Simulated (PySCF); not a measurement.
C₃H₆F₂O₂.
SMILES with atom numbers: `[CH3:1][O:2][CH2:3][O:4][CH:5]([F:6])[F:7]` (hydrogens: H8, H9, H10 on C1; H11, H12 on C3; H13 on C5)

Method: PBE0-D3(BJ)/def2-SVP geometry optimisation, gas phase (PySCF).

Question: List the bond lengths, angles and torsions at this level.

Answer: 
| bond | length (bohr) |
| --- | --- |
| C1–O2 | 2.658 |
| O2–C3 | 2.599 |
| C3–O4 | 2.666 |
| O4–C5 | 2.567 |
| C5–F6 | 2.518 |
| C5–F7 | 2.551 |
| C1–H8, C1–H9, C1–H10 | 2.083 |
| C3–H11, C3–H12 | 2.084 |
| C5–H13 | 2.087 |

Bonds in one row agree within 0.02 bohr and their mean is given. A selection of angles:
| angle | degrees |
| --- | --- |
| O2–C1–H8 | 111.1 |
| O2–C1–H10 | 107.4 |
| H8–C1–H9 | 108.4 |
| H8–C1–H10 | 108.8 |
| C1–O2–C3 | 114.3 |
| O2–C3–O4 | 112.7 |
| O2–C3–H11 | 107.0 |
| O2–C3–H12 | 112.3 |
| O4–C3–H11 | 110.5 |
| O4–C3–H12 | 104.6 |
| H11–C3–H12 | 109.9 |
| C3–O4–C5 | 114.7 |
| O4–C5–F6 | 107.6 |
| O4–C5–F7 | 110.3 |
| O4–C5–H13 | 112.8 |
| F6–C5–F7 | 107.9 |
| F6–C5–H13 | 110.0 |
| F7–C5–H13 | 108.2 |

Torsions: C1–O2–C3–O4 -69° (synclinal); O2–C3–O4–C5 -70° (synclinal); C3–O4–C5–F6 161° (antiperiplanar). The mirror-image conformer, all signs reversed, is as good.

O4 (ether oxygen) is bent (angle 114.7°). Of the pairs four or more bonds apart, O2···H13 is among the closest relative to their van der Waals radii: 2.55 Å, 94 % of the sum of Bondi's values. O2 (ether oxygen) is bent (angle 114.3°). The 4 C–O bonds span 1.358 Å (O4–C5, drawn single) to 1.411 Å (C3–O4, drawn single), a spread of 0.053 Å.

Point group: C1 (no symmetry element, even within 0.4 Å). No PBE0-D3(BJ)/def2-SVP frequencies stand behind this structure, so it isn't proved a minimum. One conformer, not necessarily the lowest.

Hardware: one thread, Arm Neoverse V2 (aarch64), shared host with 192 logical CPUs at a one-minute load of 33. Cost: 68 s, 0.49 GiB resident at most. That covers the optimisation of the geometry.
